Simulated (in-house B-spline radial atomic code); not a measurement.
## Solving the quasi-particle equation for 3d of Cu II (Cu+)

Configuration [Ar] 3d10, start Hartree-Fock, empty levels kept to 333.33 hartree. Computed with an all-electron radial atomic-structure program (B-spline basis): all electrons, scalar-relativistic (spin-free one-electron X2C), finite nucleus, each spin shell either full or empty, empty states to l = 9 with an (l + 1/2)⁻⁴ tail; G0W0 by contour deformation at full frequency.

At the mean-field level ε = -21.846 eV the matrix elements are Σx = -46.856 eV, v_xc = -46.856 eV and Σc(ε) = 1.735 eV, and the slope of the correlation self-energy is dΣc/dω = -0.0844. The quasi-particle energy solves E = ε + Σx − v_xc + Σc(E).

Task: What does the linearised equation give?

Result: Z = 1/(1 − dΣc/dω) = 1/1.0844 = 0.9222. The first-order shift is Σx − v_xc + Σc(ε) = -46.856 − (-46.856) + (1.735) = 1.735 eV, so E ≈ ε + Z × shift = -21.846 + 0.9222 × (1.735) = -20.246 eV.

Task: How does that compare with the full solution and with static screening?

Result: Solving the equation at full frequency dependence gives E = -20.242 eV, where Σc = 1.603 eV and the weight is 0.926; the linearised value is off by 4 meV. Leaving Z out would give -20.111 eV. Static COHSEX puts -1.933 eV in place of Σc and gives -23.779 eV, 3.54 eV deeper. The tabulated removal energy is 20.292 eV (NIST, measured); the run leaves out spin-orbit coupling, Breit and QED terms.
